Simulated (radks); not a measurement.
Results of a calculation; reference values are marked as such.
Re2+, configuration [Xe] 4f14 5d5. Level of theory: scalar-relativistic Kohn-Sham, LDA (Slater exchange, Perdew-Zunger correlation), spin-polarised, spherical densities, finite nucleus; open shells are filled with parallel spins first (spin-orbit coupling, left out, can overturn this in heavy ions); Fermi nuclear charge, rms radius 5.3698 fm (a radial shooting solver on a logarithmic mesh with Libxc functionals).

Local quantities along the radius. ELF = 1/(1 + alpha^2) is the electron localisation function; alpha = (tau - tau_W)/tau_unif compares the Pauli kinetic energy density with that of the uniform gas (summed over spins); 4 pi r^2 rho is in e/bohr; -r V(r) is the screened charge that the Kohn-Sham potential of spin up presents (atomic units); s = |grad rho|/(2 (3 pi^2)^(1/3) rho^(4/3)) is the reduced gradient. tau is taken from the large components.

r (bohr)	ELF	alpha	4 pi r^2 rho	-r V(r)	s
0.001846	0.999	0.02792	20.04	74.14	0.6819
0.002462	0.999	0.03238	29.57	73.84	0.6286
0.003284	0.998	0.03965	42.29	73.45	0.5970
0.00438	0.997	0.05199	58.03	72.94	0.5855
0.005889	0.994	0.07514	75.90	72.25	0.5941
0.007854	0.986	0.1199	91.73	71.38	0.6228
0.01048	0.955	0.2167	101.5	70.26	0.6697
0.01397	0.837	0.4410	101.8	68.85	0.7188
0.01878	0.537	0.9281	94.62	67.02	0.7051
0.02505	0.336	1.406	91.63	64.80	0.5279
0.03342	0.435	1.141	104.9	62.10	0.3143
0.04457	0.678	0.6884	129.4	58.84	0.2976
0.05944	0.729	0.6090	137.7	54.99	0.4099
0.07992	0.486	1.029	117.5	50.39	0.4799
0.1066	0.360	1.332	107.7	45.34	0.2875
0.1422	0.636	0.7560	125.0	39.80	0.2346
0.1896	0.690	0.6707	112.9	33.95	0.4302
0.2549	0.303	1.517	71.32	27.82	0.4603
0.34	0.475	1.052	71.87	21.89	0.1564
0.4535	0.715	0.6319	75.72	16.35	0.3185
0.6049	0.534	0.9342	46.41	11.80	0.5457
0.8068	0.335	1.409	23.90	8.424	0.5326
1.085	0.562	0.8820	15.83	5.975	0.4930
1.447	0.627	0.7711	9.145	4.398	0.7139
1.93	0.453	1.100	3.836	3.468	1.056
2.574	0.235	1.806	1.236	2.943	1.653
3.46	0.059	3.976	0.2550	2.588	3.287
4.615	0.005	14.29	0.02711	2.317	8.525
6.155	0.000	102.0	0.001060	2.128	30.87

On this mesh the ELF has minima near r = 0.025, 0.11, 0.29, 0.81 bohr, which separate the shells, and maxima near 0.051 (0.74), 0.16 (0.72), 0.45 (0.71), 1.3 (0.64).

Self-consistent cycle (total energy in hartree, residual of the potential): 1: -16657.01029, 2e+01; 2: -16675.44841, 7e+00; 3: -16678.97449, 9e-01; 4: -16678.88339, 1e+00; 5: -16678.98744, 2e-01; 6: -16678.99664, 9e-02; 7: -16678.99749, 5e-02; 8: -16678.99788, 4e-03; 9: -16678.99789, 8e-05; 10: -16678.99789, 8e-05; 11: -16678.99789, 3e-05; 12: -16678.99789, 3e-06; 13: -16678.99789, 4e-08; 14: -16678.99789, 2e-08; 15: -16678.99789, 5e-09.
